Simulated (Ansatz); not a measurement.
Start from `C[C]([GeH3])=[Se]` and change one atom or group to get `[GeH3][CH]=[Se]`.

Ansatz, PBE0-D4/def2-TZVP geometries, multiplicity 1. 

Scalar relativity is left out up to krypton.

```
                                      property  `C[C]([GeH3])=[Se]`
             HOMO energy (PBE/def2-TZVPP) / eV                -4.98
           HOMO–LUMO gap (PBE/def2-TZVPP) / eV                 1.57
size of the dipole moment (PBE/def2-TZVPP) / D                 1.99
       HOMO–LUMO gap (ωB97M-V/def2-TZVPP) / eV                 7.72
         LUMO energy (ωB97M-V/def2-TZVPP) / eV                -0.51
         HOMO energy (ωB97M-V/def2-TZVPP) / eV                -8.23
```

Q: What does the change do to each property? (Best estimate.)

A: Ansatz gave: 
| property | `[GeH3][CH]=[Se]` | shift |
| --- | --- | --- |
| HOMO energy (PBE/def2-TZVPP) / eV | -5.13 | -0.15 |
| HOMO–LUMO gap (PBE/def2-TZVPP) / eV | 1.35 | -0.22 |
| size of the dipole moment (PBE/def2-TZVPP) / D | 1.35 | -0.64 |
| HOMO–LUMO gap (ωB97M-V/def2-TZVPP) / eV | 7.58 | -0.14 |
| LUMO energy (ωB97M-V/def2-TZVPP) / eV | -0.81 | -0.30 |
| HOMO energy (ωB97M-V/def2-TZVPP) / eV | -8.39 | -0.16 |

With PBE0 the HOMO falls by 0.16 eV and the LUMO falls by 0.34 eV, so the gap narrows by about 0.18 eV. PBE moves the HOMO by -0.15 eV and ωB97M-V by -0.16 eV. The zero-point energy changes by -73.5 kJ/mol with -9 modes. Dipoles are sizes alone; their direction can turn.

Spin–orbit coupling is left out; it splits and shifts lone-pair levels of the heavy atoms by tenths of an eV.
